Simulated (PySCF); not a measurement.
One of the candidates below gave these computed data.

All candidates are C3H7F3OSi.

- UV, first state: lowest singlet excitation: 7.06 eV (176 nm, f = 0.003) [TDDFT PBE0/def2-SVPD]
- Rotational structure: rotational constants A, B, C: 4.472, 0.711, 0.699 GHz [PBE0-D3(BJ)/def2-SVP]
- 1H NMR: chemical shifts (computed TMS as zero) by class: 4.93 (2 H), 3.64 (3 H), 1.70 (2 H) ppm [GIAO PBE0/pcSseg-1]
- XPS: Si2p3/2 107.6, C1s 291.2, C1s 292.7, C1s 298.3, O1s 538.4, F1s 693.9 (×3), Si1s 1847.5 eV [ΔSCF SCAN, pcX-2 on the ionised atom, pcseg-1 elsewhere, spin-free X2C, 2p3/2 from a spin–orbit splitting computed afterwards within the 2p shell]
- 13C NMR: chemical shifts (computed TMS as zero) by class: 131.5 (1 C), 54.2 (1 C), 22.3 (1 C) ppm [GIAO PBE0/pcSseg-1]
- Dipole: 2.70 D [PBE0/def2-SVPD]

Electronic properties: PySCF, gas phase, density fitting. Levels stand in brackets. Isolated species at its PBE0-D3(BJ)/def2-SVP geometry (one conformer only). NMR values are class means; diastereotopic atoms form classes of their own.

Question: Which candidate is it?
A. `FC(F)(F)CCO[SiH3]`
B. `C[C@@H](O[SiH3])C(F)(F)F`
C. `C[SiH2]OCC(F)(F)F`
D. `CO[SiH2]CC(F)(F)F`

Answer: D. It is `CO[SiH2]CC(F)(F)F`. Numbering: `[CH3:1][O:2][SiH2:3][CH2:4][C:5]([F:6])([F:7])[F:8]`. Its formula, C3H7F3OSi, gives 0 degrees of unsaturation, so no ring and no π bond. 3 carbons fall into 3 classes; from least to most shielded: CF3 carbon [C5] (131.5 ppm), methoxy carbon [C1] (54.2 ppm), sp3 carbon bound to silicon [C4] (22.3 ppm). Hydrogen classes from least to most shielded: 2 H on an oxygen-bound silicon, Si3 (4.93 ppm), 3 H on a methoxy carbon, C1 (3.64 ppm), 2 H on an sp3 carbon bound to silicon, C4 (1.70 ppm). The core levels belong to: Si2p3/2 107.6 eV, oxygen-bound silicon [Si3]; C1s 291.2 eV, sp3 carbon bound to silicon [C4]; C1s 292.7 eV, methoxy carbon [C1]; C1s 298.3 eV, CF3 carbon [C5]; O1s 538.4 eV, silyl ether oxygen [O2]; F1s 693.9 eV, fluorine of a CF3 group [F6/F7/F8]; Si1s 1847.5 eV, oxygen-bound silicon [Si3]. One atom of each topological class was ionised and stands for its class. By its constants the optimised geometry is a nearly prolate symmetric top.

The others, at the same levels:
- `C[C@@H](O[SiH3])C(F)(F)F` fails: its computed core binding energies are Si2p3/2 107.7, C1s 291.2, C1s 293.3, C1s 298.1, O1s 538.5, F1s 694.0 (×3), Si1s 1847.6 eV, rotational constant A is 2.552 GHz (against 4.472 GHz) and smallest rotational constant is 1.016 GHz (against 0.699 GHz).
- `FC(F)(F)CCO[SiH3]` fails: its computed core binding energies are Si2p3/2 107.7, C1s 291.7, C1s 292.9, C1s 298.4, O1s 538.4, F1s 694.0 (×3), Si1s 1847.6 eV, rotational constant A is 4.686 GHz (against 4.472 GHz) and smallest rotational constant is 0.610 GHz (against 0.699 GHz).
- `C[SiH2]OCC(F)(F)F` fails: its computed core binding energies are Si2p3/2 107.5, C1s 290.6, C1s 293.3, C1s 298.2, O1s 538.6, F1s 693.9 (×3), Si1s 1847.4 eV and rotational constant A is 3.980 GHz (against 4.472 GHz).

Each candidate is one conformer, not necessarily the lowest. Dipoles, sizes and rotational constants follow the conformer. The torsions of the flexible species, by atom-mapped SMILES:
- `[CH3:1][O:2][SiH2:3][CH2:4][C:5]([F:6])([F:7])[F:8]`: C1–O2–Si3–C4 178°, O2–Si3–C4–C5 -179°, Si3–C4–C5–F6 60°
- `[CH3:1][C@@H:2]([O:3][SiH3:4])[C:5]([F:6])([F:7])[F:8]`: C1–C2–O3–Si4 -157°, C1–C2–C5–F6 -59°
- `[F:1][C:2]([F:3])([F:4])[CH2:5][CH2:6][O:7][SiH3:8]`: F1–C2–C5–C6 -60°, C2–C5–C6–O7 179°, C5–C6–O7–Si8 -178°
- `[CH3:1][SiH2:2][O:3][CH2:4][C:5]([F:6])([F:7])[F:8]`: C1–Si2–O3–C4 -179°, Si2–O3–C4–C5 -179°, O3–C4–C5–F6 61°
